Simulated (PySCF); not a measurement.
Work out the structure from these simulated measurements.

Formula: ClGe2H6N.

* Dipole: 2.20 D [CAM-B3LYP/def2-SVPD]
* Polarisability: 82.8 au [CAM-B3LYP/def2-SVPD]
* UV, first state: lowest singlet excitation: 6.26 eV (198 nm, f = 0.015) [TDDFT CAM-B3LYP/def2-SVPD]
* XPS: Cl2p3/2 205.1, N1s 404.3, Cl1s 2827.7 eV [ΔSCF SCAN, pcX-2 on the ionised atom, pcseg-1 elsewhere, spin-free X2C, 2p3/2 from a spin–orbit splitting computed afterwards within the 2p shell]
* Rotational structure: rotational constants A, B, C: 4.092, 0.872, 0.752 GHz [PBE0-D3(BJ)/def2-SVP]
* Triplet: lowest triplet excitation (Tamm–Dancoff): 5.79 eV [TDA CAM-B3LYP/def2-SVPD]
* UV, strongest line: among the 10 lowest singlet transitions: S2 at 6.87 eV (181 nm, f = 0.074) [TDDFT CAM-B3LYP/def2-SVPD]

The electronic properties come from PySCF, for the isolated species, density fitting. Levels stand in brackets. Isolated species at its PBE0-D3(BJ)/def2-SVP geometry (one conformer only). Relativistic effects, spin–orbit coupling among them, are left out (core-ionisation runs apart) although an element past zinc is present.

Q: Give a SMILES that accounts for the data.

A: Numbering: `[Cl:1][GeH2:2][NH:3][GeH3:4]`. The core levels belong to: Cl2p3/2 205.1 eV, chlorine bonded to Ge [Cl1]; N1s 404.3 eV, nitrogen bonded to 2 Ge and H [N3]; Cl1s 2827.7 eV, chlorine bonded to Ge [Cl1]. No core level of Ge was computed. The optimised geometry has point group C1 and is an asymmetric top. Structure: `[Cl][GeH2][NH][GeH3]`. Computed isomers that give other values at the same levels: `[NH2][Ge@@H]([Cl])[GeH3]` (rotational constant A: 3.037 GHz; this holds for the one conformer computed). The assignments are read from this structure; whether some other isomer fits the data as well wasn't checked.

Conformer computed: `[Cl:1][GeH2:2][NH:3][GeH3:4]`: Cl1–Ge2–N3–Ge4 -71°.
